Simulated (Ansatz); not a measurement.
Two structures of SiH5SBrO, closed shell, reached by relaxing down either side of one saddle point (PBE0-D4/def2-TZVP). Energies are electronic, without zero-point energy. Program: Ansatz 0.2.0. Basis: def2-TZVPP and def2-QZVPP. Cores are frozen in the correlated methods. Filled d shells of the heavier atoms are correlated. The def2 sets are not built for correlating such inner shells, so the correlated values are less sure here. Extrapolation: Hartree–Fock as exp(−7.88 √X), correlation as X^−2.97. First:

```
9
angstrom
Si -0.5081 -1.0430 0.0003
S 0.5669 -0.0918 1.6122
H -1.7020 -1.7326 0.5286
H 0.5018 -1.9917 -0.5271
O -1.0610 0.0203 -1.1063
H 1.4005 1.3864 0.0975
Br 1.6999 2.1429 -1.1082
H -0.4681 0.6743 2.0008
H -0.4297 0.6352 -1.4977
```

Second:

```xyz
9
angstrom
Si -0.5313 -0.2628 -0.7835
S 0.9521 -0.2067 2.5952
H -1.5350 -0.2414 0.2929
H 0.5316 -1.2737 -0.5980
O -1.3650 -0.4987 -2.1703
H 1.9726 0.2766 1.8710
Br 0.5073 1.7148 -0.8428
H 0.3506 0.9917 2.6344
H -0.8829 -0.4998 -2.9989
```

**Question.** Which bonds change from the first to the second?

**Answer.** SiH₄SO ([OH][SiH2][SH]) + HBr → SiH₃BrO ([OH][SiH2][Br]) + H₂S; bonds formed: Si1–Br7, S2–H6; bonds broken: Si1–S2, H6–Br7.

**Question.** Give the saddle point's structure and its height above each. (An estimate is asked for; the value comes from the calculation.)

**Answer.** The calculation gives: 96.9 kJ/mol above the first and 123.8 kJ/mol above the second (CCSD(T) at an estimated basis limit (MP2 extrapolated from triple and quadruple zeta, plus CCSD(T) − MP2 in triple zeta)).
Si1  (-0.244, -0.733, -0.316)
S2  (0.622, 0.083, 1.739)
H3  (-1.201, -1.534, 0.505)
H4  (0.772, -1.688, -0.794)
O5  (-1.342, 0.079, -1.206)
H6  (1.295, 1.062, 1.045)
Br7  (1.485, 1.129, -1.210)
H8  (-0.454, 0.848, 2.000)
H9  (-0.933, 0.754, -1.763)
(Å)

The T1 diagnostic stays at or below 0.011.

Labels in which every atom is bracketed show which atoms are joined, not bond orders.

For scale, one of the runs: CCSD(T)/def2-TZVPP, 233 basis functions, launched by `ansatz run in.yaml --threads 8 --pin off --events-out ev --progress --plain --max-ram 19148MiB`. Hardware: 8 CPU threads of an Arm Neoverse V1, shared host. Wall time 100 s; peak host memory 4 GiB.
